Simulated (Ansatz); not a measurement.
System: As$_{2}$, charge 1, doublet. As2+ (parent SMILES [As]#[As], doublet).
B3LYP-D3(BJ)/def2-TZVP minimum from Ansatz (a program for electronic structure):
```
As
As 1 2.2054
```
Charge +1, spin multiplicity 2.

Total energies in cc-pVTZ, 9 correlated electrons, 28 frozen orbitals. UHF or UKS for unpaired electrons; spin-orbit terms are left out. Cores are frozen in correlated methods (noble-gas shells, and filled d and f shells in the p block). No relativity. The UHF reference of As2+ (parent SMILES [As]#[As], doublet) is spin-contaminated (<S^2> up to 0.58 over the pure value in the sets run). The spin of As2+ (parent SMILES [As]#[As], doublet) was assumed, and the state is the lowest solution found for it.

| method | program | energy (Eh) | minus CCSDT(Q) (mEh) |
|---|---|---|---|
| HF | Ansatz | -4468.18912 | 238.27 |
| MP2 | Ansatz | -4468.36526 | 62.13 |
| CCSD | Ansatz | -4468.40813 | 19.27 |
| CCSD(T) | Ansatz | -4468.42290 | 4.49 |
| CCSDT(Q) | Ansatz | -4468.42739 | 0.00 |

Rough core times of Ansatz's runs on a shared machine: CCSD(T) 2 min, CCSDT(Q) 5 min.
